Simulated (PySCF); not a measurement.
## SeF and its ions

PBE0; Se aug-pcseg-1, F aug-pcseg-1; no relativity (PySCF 2.14). Neutral (UKS): doublet (π ↑), Re = 1.780 Å, ωe = 689 cm⁻¹, De = 3.30 eV, HOMO -7.20 eV, LUMO -4.77 eV.

SeF⁻ (UKS): singlet (closed shell), Re = 1.882 Å, ωe = 552 cm⁻¹, De = 2.44 eV to Se + F⁻. The energies at the minima are -2500.66651 hartree for SeF and -2500.75844 for SeF⁻.

Task: Work out the adiabatic electron affinity, without and with harmonic zero-point energies (1 hartree = 27.2114 eV, 1 eV = 8065.5 cm⁻¹), and the change of the bond length.

Result: At PBE0: 0.09193 hartree = 2.502 eV between the minima; the zero-point term (689.0 − 552.0)/2 cm⁻¹ = +0.008 eV makes it 2.510 eV. Re changes by +10.2 pm against the neutral. The electron enters a π orbital, and the longer bond of the ion fits an antibonding orbital, or a change in how ionic the bond is.

For an ion De counts to the pair picked by the measured ionisation energies or electron affinities, which need not be the lowest pair at this level. States were picked by a PBE0 search and need not be the measured ground states.
